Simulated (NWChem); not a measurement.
System: CH3ClHfS; SMILES [CH3][Hf](=[S])[Cl]

The following NWChem deck was run.

```
start job
memory heap 200 mb stack 900 mb global 1100 mb
geometry units angstroms noautoz
  Hf    -0.170224    -0.017835     0.698126
  S      0.954312     1.807944     0.104719
  Cl     0.479277    -1.846214    -0.643146
  C     -2.217355     0.452656     0.039468
  H     -2.901315    -0.407121     0.227048
  H     -2.235839     0.674053    -1.049068
  H     -2.612543     1.356461     0.554563
end
basis spherical
  Hf library def2-svp
  S library def2-svp
  Cl library def2-svp
  C library def2-svp
  H library def2-svp
end
ecp
  Hf library def2-ecp
end
dft
  xc becke97-2
  iterations 150
  mulliken
end
task dft energy
```

The geometry was optimised at PBE-D3(BJ)/def2-SVP. def2 effective core potentials on Hf; no spin-orbit coupling.

Problem. Give the results of this calculation. (B97-2/def2-SVP with def2 effective core potentials on Hf.) Quantities: energy (Ha); highest occupied level (eV); orbital gap (eV); dipole (D).

Solution. The energy (Ha) is -946.22. The highest occupied level (eV) is -6.73. The orbital gap (eV) is 3.74 and the dipole (D) is 5.85.
